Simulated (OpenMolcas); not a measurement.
**Os5+: from CASSCF to CASPT2**

```json
{"Program": "OpenMolcas 26.06", "Basis": "ANO-R3 [10s7p6d4f3g2h]", "Scalar Hamiltonian": "X2C, finite nucleus", "Active space": "3 electrons in 5 orbitals (5d)", "State averaging": "2S+1 = 4 even, 10 roots; 2S+1 = 2 even, 40 roots", "Spin-orbit coupling": "RASSI with atomic mean-field integrals over the reference wave functions, term energies averaged over their components"}
```

Methods on the same reference wave functions:
A. CASSCF
B. SS-CASPT2, IPEA 0.25 Eh, imaginary shift 0.1 Eh (closed shells correlated: 5s 5p)
C. MS-CASPT2, IPEA 0.25 Eh, imaginary shift 0.1 Eh (closed shells correlated: 5s 5p)

Energies in cm-1 above 5d3 4F 3/2, the measured ground level; measured values from the list in Brasseur, Palmeri and Quinet, Atoms 13, 11 (2025).

```tsv
Level	A	B	C	Measured
5d3 4F 3/2	0.0	0.0	0.0	0.0
5d3 4F 5/2	5906	6310	6350	6397
5d3 4F 7/2	11124	11330	11380	11444
5d3 4F 9/2 [56 %]	15012	14550	14640	14678
5d3 4P 1/2 [67 %]	19353	17540	17130	16772
5d3 2G 7/2	24775	22900	22950	22920
5d3 2H 9/2 [56 %]	25511	23910	24180	24028
5d3 4P 5/2	26895	25150	25170	24828
5d3 2P 1/2 [67 %]	32477	30080	29100	28860
5d3 2H 11/2	34535	31970	32420	32156
5d3 2D 5/2(1)	37962	34740	34880	34418
5d3 2G 9/2 [57 %]	38853	36820	37000	37019
5d3 2P 3/2 [56 %]	43905	41110	40260	40203
5d3 2F 5/2	45385	40390	40450	39601
5d3 2F 7/2	45826	41100	41150	40447
5d3 2D 3/2(2)	68079	61380	61510	
5d3 2D 5/2(2)	68456	62100	62060	61005
```

Deviations, from unrounded energies. A percentage is the sum of absolute deviations over the sum of measured energies, with the sign that they share, or ± where signs differ.

| Against measurement | Levels | A | B | C |
| --- | --- | --- | --- | --- |
| mean absolute deviation (cm-1) | 15 | 2900 | 460 | 310 |
| fine structure of the ground term (%) | 3 | ±3.5 | -1.0 | -0.4 |
| other terms of the ground configuration (%) | 12 | +10.4 | ±1.6 | ±1.1 |

C lies closest to measurement on these levels and A furthest from it. The largest miss of C in the table is 5d3 2D 5/2(2), by +1100 cm-1. The ranking rests on the paired levels alone, and a cruder setting can come out closer through cancelling errors.

Between B and C the level of the table that moves most is 5d3 2P 1/2 [67 %], by 980 cm-1 (lowest in C, highest in B). Moves below CASPT2's spread within the term are not significant.

The mean deviations of B to C differ by less than CASPT2's widest spread within a term (610 cm-1), so their order carries little weight.

From A to B the spin-free energies of the other terms of 5d3 shown, above 4F, scale by factors of 0.82 to 0.86, as is usual when dynamic correlation screens the repulsion within a d or f shell.

The lowest spin-free term lies below A's lowest term by 0.286 hartree in B, 0.286 hartree in C.

Term energies are means over components that CASPT2 splits; among the terms shown or strongly mixed into the levels shown the widest spread is 610 cm-1 (5d3 4F, C). Without dynamic correlation excited terms often stand tens of per cent too high (terms of higher spin than the ground term too low), and those without a measured partner can miss by more than the paired ones (holds for A). The CASPT2 spread within a term exceeds the gap to the next term for 5d3 2P and 5d3 2H, so the order of their levels is uncertain (holds for B). Computed and measured levels are paired by configuration, term and J; levels that our copy of the source lacks, or whose pairing is in doubt (as where it misses far off the trend of its configuration), stay unpaired and out of the deviations. Levels of configurations outside the active space are missing. The table leaves out levels that lie high or whose names do not pair safely across all columns.

A share in square brackets marks a mixed level and gives the weight of the term that names it, the lowest over the columns. A number in round brackets counts repeated terms of one configuration in the order of the reference energies.
